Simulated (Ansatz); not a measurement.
A nudged elastic band was laid between two geometries of BrH + CH6Sn (10 atoms, charge 0, multiplicity 1).

All numbers below come from RKS PBE/def2-SVP in Ansatz 0.2.0.

* movable images: 7
* climbing image: yes
* spring: 5.0 eV/Å²
* optimiser: quadratic models (default)
* start path: through a guess of the saddle point
* force threshold: 0.2 eV/Å
* iteration limit: 47
* end points: relaxed

Initial state:

```xyz
10
Properties=species:S:1:pos:R:3
Sn -0.114 -0.133 0.256
C -0.446 -0.269 2.393
H -1.520 -0.440 2.596
H 0.144 -1.106 2.811
H -0.126 0.678 2.867
H 1.527 0.403 -0.020
H -1.164 1.028 -0.476
H -0.296 -1.666 -0.524
Br 2.229 3.059 1.716
H 2.045 1.883 0.884
```

Final state:

```xyz
10
Properties=species:S:1:pos:R:3
Sn 0.690 0.511 -0.789
C -0.362 0.040 3.190
H -1.269 0.196 2.576
H -0.005 -1.000 3.063
H -0.608 0.216 4.254
H 1.141 0.566 -2.452
H -0.919 1.072 -0.532
H 0.968 -1.039 -0.088
Br 2.218 2.130 0.408
H 0.429 0.745 2.873
```

(1) What changes between the two ends?

(2) Give the energies along the band, and the barrier.

(3) What is the geometry of the highest image?

The band took 17 iterations and roughly 14 core-minutes.

## Answers

(1) Bonds broken: Sn1–C2, Br9–H10. Bonds formed: Sn1–Br9, C2–H10. BrH + CH6Sn becomes BrH3Sn + CH4.

(2) It converged. The highest image is number 3 of 0 to 8, 1.08 eV above the first end and 2.32 eV above the last; the last end lies 1.24 eV below the first. The threshold of 0.2 eV/Å is loose, so the images may lie well off the minimum-energy path. Neighbouring images differ by up to 1.3 eV, so the band resolves the path poorly. Another band between the same ends (7 images) ends at a top of the same energy, where a vibrational analysis finds 1 clearly imaginary mode. The orbitals stay closed-shell, which can raise the energy where a bond breaks towards radicals; this wasn't checked here.

| image | path coordinate (Å) | energy (eV) | Sn1–C2 (Å) | Br9–H10 (Å) | Sn1–Br9 (Å) |
| --- | --- | --- | --- | --- | --- |
| 0 | 0.00 | 0.00 | 2.17 | 1.45 | 4.22 |
| 1 | 1.16 | 0.06 | 2.17 | 1.44 | 4.23 |
| 2 | 2.32 | 0.21 | 2.20 | 1.45 | 3.73 |
| 3 | 3.48 | 1.08 | 2.41 | 1.82 | 3.08 |
| 4 | 4.59 | -0.24 | 3.01 | 2.29 | 2.65 |
| 5 | 5.70 | -1.05 | 3.65 | 2.59 | 2.54 |
| 6 | 6.80 | -1.23 | 4.30 | 3.09 | 2.53 |
| 7 | 7.91 | -1.24 | 4.36 | 3.32 | 2.53 |
| 8 | 9.01 | -1.24 | 4.14 | 3.35 | 2.53 |

(3) 
```xyz
10
Properties=species:S:1:pos:R:3
Sn 0.253 0.150 -0.002
C -0.048 0.055 2.392
H -1.150 -0.027 2.324
H 0.413 -0.948 2.489
H 0.175 0.600 3.336
H 1.870 -0.077 -0.525
H -0.780 1.309 -0.732
H -0.552 -1.403 -0.026
Br 1.486 2.635 1.339
H 0.616 1.143 1.909
```

Time of the run: 8.5 min on 2 threads of Intel(R) Xeon(R) Processor @ 2.50GHz (Skylake/Cascade Lake), with other jobs on the host, peak memory 0.16 GiB.
